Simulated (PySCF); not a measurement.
Manganese: a sound run and one with changed settings

Sound run: Mn(2+) [Ar] 3d5, Mn(3+) [Ar] 3d4. Computed with PySCF 2.14 in cc-pVTZ (7s6p4d2f1g, 68 functions), with no relativity, point nucleus. The sound run starts from symmetry-adapted Hartree-Fock orbitals and uses a fine grid where one is needed.

A second run was set up differently.

| species | method | sound run (hartree) | changed run (hartree) | converged |
| --- | --- | --- | --- | --- |
| Mn(2+) | UHF | -1149.10923 | -1148.81172 | no |
| Mn(2+) | M06-2X | -1150.12194 | -1149.65459 | no |
| Mn(2+) | B3LYP | -1150.16965 | -1149.60573 | no |
| Mn(3+) | UHF | -1147.91162 | -1147.81033 | no |
| Mn(3+) | M06-2X | -1148.88597 | -1148.71502 | no |
| Mn(3+) | B3LYP | -1148.91699 | -1148.71051 | no |

Q: What was changed?
A. radial grid too coarse
B. too few SCF iterations
C. minimal basis
D. a valence shell is frozen

A: B. It used initial guess minao, at most 3 SCF cycles. The SCF was stopped early; the energies are upper bounds that still move, and correlated levels were skipped or rest on poor orbitals.
